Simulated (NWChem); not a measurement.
C3HF3; SMILES FC(C#C)(F)F

Results from NWChem. Pople sets run with spherical d functions. Medium grid unless said otherwise, to which SCAN and Minnesota functionals are sensitive. Structure relaxed at the PBE0/def2-SVP level.

Question: Order these by “orbital gap (eV)”, lowest first: LDA (Slater exchange, PW92)/6-31G*; LRC-wPBEh/6-31G*; B3LYP/6-31G*; r2SCAN0/6-31G*; CAM-B3LYP/6-31G*.

Answer: LDA (Slater exchange, PW92)/6-31G* (6.62), B3LYP/6-31G* (8.63), r2SCAN0/6-31G* (9.48), CAM-B3LYP/6-31G* (11.80), LRC-wPBEh/6-31G* (12.85)
